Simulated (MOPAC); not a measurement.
A run for MOPAC: PM6 on H5InSi (SMILES [SiH3][InH2]), a point of a bond scan (R = 3.475 Å).

```
PM6 1SCF PRECISE CHARGE=0 THREADS=1
H5InSi

In    -0.32667194 1    -0.55207065 1     0.06665595 1
H      0.61983186 1    -2.85677671 1     2.48972647 1
H     -1.69916802 1    -0.94453524 1    -0.92206221 1
Si     0.98424778 1     1.66633835 1    -0.20679277 1
H      0.75722458 1     2.53069909 1     0.98114900 1
H      0.57858736 1     2.43360543 1    -1.41049999 1
H      2.44423217 1     1.40737952 1    -0.29782067 1
```

Program output:

```
*******************************************************************************
 **                                                                           **
 **                              MOPAC v23.2.5                                **
 **                                                                           **
 *******************************************************************************
 ** MOPAC's Digital Object Identifier: https://doi.org/10.5281/zenodo.6511958 **
 **                                                                           **
 ** Please cite the open-source release paper for use of this MOPAC version:  **
 ** J. E. Moussa and J. J. P. Stewart (2026)                                  **
 ** MOPAC: An open-source semiempirical molecular orbital program             **
 ** J. Open Source Softw., 11(119), 8025, https://doi.org/10.21105/joss.08025 **
 *******************************************************************************

                              PM6 CALCULATION RESULTS

 *******************************************************************************
 *  PM6        - The PM6 Hamiltonian to be used
 *
 *
 *
 *                 CHARGE ON SYSTEM = 0
 *
 *
 *
 *  PRECISE    - TIGHTER CRITERIA TO BE USED
 *  1SCF       - DO 1 SCF AND THEN STOP
 *  THREADS=1  - MULTI-THREADING NOT USED
 *  T=         - A TIME OF 172800.0 SECONDS REQUESTED
 *  DUMP=N     - RESTART FILE WRITTEN EVERY 7200.0 SECONDS REQUESTED
 *******************************************************************************
PM6 1SCF PRECISE CHARGE=0 THREADS=1
 H5InSi

   ATOM   CHEMICAL          X               Y               Z
  NUMBER   SYMBOL      (ANGSTROMS)     (ANGSTROMS)     (ANGSTROMS)

     1      In         -0.32667194  *  -0.55207065  *   0.06665595  *
     2       H          0.61983186  *  -2.85677671  *   2.48972647  *
     3       H         -1.69916802  *  -0.94453524  *  -0.92206221  *
     4      Si          0.98424778  *   1.66633835  *  -0.20679277  *
     5       H          0.75722458  *   2.53069909  *   0.98114900  *
     6       H          0.57858736  *   2.43360543  *  -1.41049999  *
     7       H          2.44423217  *   1.40737952  *  -0.29782067  *



          CARTESIAN COORDINATES

    NO.       ATOM           X           Y           Z

     1        In         -0.3267     -0.5521      0.0667
     2         H          0.6198     -2.8568      2.4897
     3         H         -1.6992     -0.9445     -0.9221
     4        Si          0.9842      1.6663     -0.2068
     5         H          0.7572      2.5307      0.9811
     6         H          0.5786      2.4336     -1.4105
     7         H          2.4442      1.4074     -0.2978

 General Reference for PM6:
 "Optimization of Parameters for Semiempirical Methods V: Modification of NDDO Approximations
 and Application to 70 Elements", J. J. P. Stewart, J. Mol. Mod., 13, 1173-1213 (2007)
 URL: https://link.springer.com/article/10.1007/s00894-007-0233-4

           Empirical Formula: H5 In Si  =     7 atoms



      MOLECULAR POINT GROUP   :   C1


      RHF CALCULATION, NO. OF DOUBLY OCCUPIED LEVELS = 6


 -------------------------------------------------------------------------------
 PM6 1SCF PRECISE CHARGE=0 THREADS=1
 H5InSi



     1SCF WAS SPECIFIED, SO BFGS WAS NOT USED
     SCF FIELD WAS ACHIEVED


                              PM6 CALCULATION
                                                       MOPAC v23.2.5 Linux




          FINAL HEAT OF FORMATION =        210.80807 KCAL/MOL =     882.02095 KJ/MOL


          COSMO AREA              =        130.52 SQUARE ANGSTROMS
          COSMO VOLUME            =        113.30 CUBIC ANGSTROMS

          IONIZATION POTENTIAL    =          6.442196 EV
          HOMO LUMO ENERGIES (EV) =         -6.442 -1.601
          NO. OF FILLED LEVELS    =          6
          MOLECULAR WEIGHT        =        147.9450         POINT GROUP:  C1

          MOLECULAR DIMENSIONS (Angstroms)

            Atom       Atom       Distance
            H     6    H     2     6.57279
            H     3    H     7     4.56608
            H     3    H     5     2.24343


          SCF CALCULATIONS        =          1





   ATOM   CHEMICAL          X               Y               Z
  NUMBER   SYMBOL      (ANGSTROMS)     (ANGSTROMS)     (ANGSTROMS)

     1      In         -0.32667194  *  -0.55207065  *   0.06665595  *
     2       H          0.61983186  *  -2.85677671  *   2.48972647  *
     3       H         -1.69916802  *  -0.94453524  *  -0.92206221  *
     4      Si          0.98424778  *   1.66633835  *  -0.20679277  *
     5       H          0.75722458  *   2.53069909  *   0.98114900  *
     6       H          0.57858736  *   2.43360543  *  -1.41049999  *
     7       H          2.44423217  *   1.40737952  *  -0.29782067  *

                             CARTESIAN COORDINATES

   1   In       -0.326671940    -0.552070650     0.066655950
   2    H        0.619831860    -2.856776710     2.489726470
   3    H       -1.699168020    -0.944535240    -0.922062210
   4   Si        0.984247780     1.666338350    -0.206792770
   5    H        0.757224580     2.530699090     0.981149000
   6    H        0.578587360     2.433605430    -1.410499990
   7    H        2.444232170     1.407379520    -0.297820670


           Empirical Formula: H5 In Si  =     7 atoms



      MOLECULAR POINT GROUP   :   C1


                  EIGENVALUES
 -18.91177 -13.40865 -11.66675 -11.61797  -9.67594  -6.44220  -1.60120   0.69700
   0.73987   1.02895   1.87991   1.98667   2.08831   2.53155   3.01425   3.71950
   4.75279   4.78167


              NET ATOMIC CHARGES AND DIPOLE CONTRIBUTIONS

  ATOM NO.   TYPE          CHARGE      No. of ELECS.   s-Pop       p-Pop       d-Pop
    1         In           0.133973        2.8660     1.34678     1.51925
    2          H          -0.003599        1.0036     1.00360
    3          H           0.013297        0.9867     0.98670
    4         Si          -0.114173        4.1142     1.32499     2.39574     0.39345
    5          H          -0.009293        1.0093     1.00929
    6          H          -0.011422        1.0114     1.01142
    7          H          -0.008782        1.0088     1.00878
 DIPOLE           X         Y         Z       TOTAL
 POINT-CHG.    -1.038    -1.586     0.101     1.898
 HYBRID        -0.253     0.379    -0.509     0.683
 SUM           -1.291    -1.207    -0.409     1.814


          ATOMIC ORBITAL ELECTRON POPULATIONS

     Atom    s        px        py        pz      x^2-y^2     xz        z^2       yz        xy
    1 In   1.34678   0.61076   0.47021   0.43827
    2  H   1.00360
    3  H   0.98670
    4 Si   1.32499   0.80169   0.83720   0.75686   0.09037   0.02580   0.09184   0.13106   0.05437
    5  H   1.00929
    6  H   1.01142
    7  H   1.00878

 **********************
 *                    *
 * JOB ENDED NORMALLY *
 *                    *
 **********************




 == MOPAC DONE ==
```

The run finished.

Cost: about 0.020 core-seconds (a rough figure).
